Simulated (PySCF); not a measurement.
Mo(NH)(F)2(OH)2 (F2H3MoNO2), SMILES [OH][Mo](=[NH])([F])([OH])[F], multiplicity 1. Atoms are numbered in the order given.

```xyz
9

Mo     0.0342    -0.0229     0.0354
N     -0.0278    -0.2120     1.7247
H     -0.0874    -0.0384     2.7266
F      1.8742     0.0333    -0.2682
F     -1.8309     0.2013    -0.2636
O      0.0620     1.7864    -0.5358
H     -0.7869     2.2317    -0.6778
O     -0.1101    -1.7034    -0.7751
H     -0.3718    -2.5235    -0.3328
```

The structure is a stationary point at B3LYP-D3(BJ)/def2-SVP. The multiplicity is an assumed one; no other spin state was optimised. The structure was generated by enumeration; whether it is a known compound was not checked. The def2 effective core potentials stand for the cores of Mo; spin–orbit coupling is left out. One conformer was computed; it need not be the lowest.

Method: PBE/def2-TZVP in PySCF.

Atomic charges (e):

```tsv
atom	Mulliken	Löwdin
Mo1	1.62	(withheld)
N2	-0.54	-0.27
H3	0.25	(withheld)
F4	-0.38	-0.21
F5	-0.42	-0.27
O6	-0.61	-0.28
H7	0.34	(withheld)
O8	-0.59	-0.24
H9	0.34	(withheld)
```

Task: Fill in the missing entries. (The exact figures need the calculation; the answer reports its results.)

Result: 
- Mo1, Löwdin: 0.74
- H3, Löwdin: 0.17
- H7, Löwdin: 0.17
- H9, Löwdin: 0.18
